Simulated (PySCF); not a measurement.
**Telling isomers of C6H6F2 apart by NMR**

In vacuum, one conformer, rapidly exchanging positions averaged, relativity neglected. Shieldings: GIAO PBE0/pcSseg-1; spin–spin couplings from B3LYP/pcJ-1 (spin–dipole term left out of most H,H and C,H couplings); geometry from PBE0-D3(BJ)/def2-SVP; PySCF 2.14.

Referencing at the same level of theory: ¹H (σref 31.27) and ¹³C (σref 184.41) vs TMS. Multiplet labels drop J under 1 Hz and among equivalent protons, and merge close values. Unscaled 3J(H,H) run several per cent high. Vicinal couplings that depend on rotamer populations or ring flexing (ring, CH–CH, X–H and H–F types) are those of the one conformer. One-bond C–F couplings are unscaled and too large by tens of Hz. Shifts are as computed. Against solution values, carbons near 30 ppm lie about +2 ppm off and those near 130 ppm about +5 ppm. Of 1211 compounds with measured shifts, 218 miss one by over three times the rms of a fit or turn the order of signals round; such compounds aren't used in these exercises. Across acyclic CH2–CH2 and CH–CH2 bonds, 3J(H,H) assumes equally populated rotamers.

(1) Tabulate the signals of `C=C/C(F)=C(\F)C=C`, `F/C=C1C=C/1CCF`, `F/C=C1C=C\1CCF`, `FC1(F)C=C[C@@H]2C[C@@H]21` and their relative energies.

(2) What is the quickest way to tell F/C=C1C=C/1CCF from FC1(F)C=C[C@@H]2C[C@@H]21?

(3) What is the quickest way to tell F/C=C1C=C\1CCF from FC1(F)C=C[C@@H]2C[C@@H]21?

(4) What is the quickest way to tell F/C=C1C=C/1CCF from F/C=C1C=C\1CCF?

Results:

(1) 
```json
{"SMILES": "C=C/C(F)=C(\\F)C=C", "carbon types": "2×C 2×CH 2×CH2", "δC": "154.8, 130.1, 122.5", "δH": "6.75 (m, 2H), 5.85 (m, 2H), 5.59 (m, 2H)", "E rel. (kcal/mol)": "18.6"}
{"SMILES": "F/C=C1C=C/1CCF", "carbon types": "2×C 2×CH 2×CH2", "δC": "147.3, 124.4, 120.5, 105.9, 81.9, 30.0", "δH": "7.40 (dq, 1H), 6.64 (dd, 1H), 4.91 (dtd, 2H), 2.75 (m, 2H)", "E rel. (kcal/mol)": "57.1"}
{"SMILES": "F/C=C1C=C\\1CCF", "carbon types": "2×C 2×CH 2×CH2", "δC": "138.1, 129.7, 123.7, 105.3, 80.6, 29.7", "δH": "7.98 (dt, 1H), 6.65 (d, 1H), 4.72 (dt, 2H), 2.61 (dtd, 2H)", "E rel. (kcal/mol)": "57.5"}
{"SMILES": "FC1(F)C=C[C@@H]2C[C@@H]21", "carbon types": "1×C 4×CH 1×CH2", "δC": "152.9, 135.2, 133.3, 26.1, 23.8, 23.4", "δH": "6.50 (dd, 1H), 5.57 (dtd, 1H), 1.86 (m, 1H), 1.84 (m, 1H), 1.04 (m, 1H), 0.69 (m, 1H)", "E rel. (kcal/mol)": "0.0"}
```

Energies are electronic energies at PBE0/pcSseg-1 on these geometries, without zero-point or thermal terms, each for the one conformer computed, which needn't be the lowest.

(2) Both give the same number of carbon signals, but DEPT or the intensities differ. The first has an sp3 CH2 bonded to F at 81.9 ppm, the second a three-membered-ring carbon (CH) at 23.8 ppm. Their most deshielded carbons lie at 147.3 and 152.9 ppm. In the proton spectra the most deshielded non-exchanging signals are 7.40 (dq, J = 5.6, 1.8 Hz, 1H) and 6.50 (dd, J = 6.7, 2.7 Hz, 1H).

(3) Both give the same number of carbon signals, but DEPT or the intensities differ. The first has an sp3 CH2 bonded to F at 80.6 ppm, the second a three-membered-ring carbon (CH) at 23.8 ppm. Their most deshielded carbons lie at 138.1 and 152.9 ppm. In the proton spectra the most deshielded non-exchanging signals are 7.98 (dt, J = 7.9, 3.1 Hz, 1H) and 6.50 (dd, J = 6.7, 2.7 Hz, 1H).

(4) Both give the same number of carbon signals, with the same numbers of each carbon type, so the positions decide. The first has a fully substituted alkene carbon (C) at 147.3 ppm, the second a fully substituted alkene carbon (C) at 138.1 ppm. In the proton spectra the most deshielded non-exchanging signals are 7.40 (dq, J = 5.6, 1.8 Hz, 1H) and 7.98 (dt, J = 7.9, 3.1 Hz, 1H).
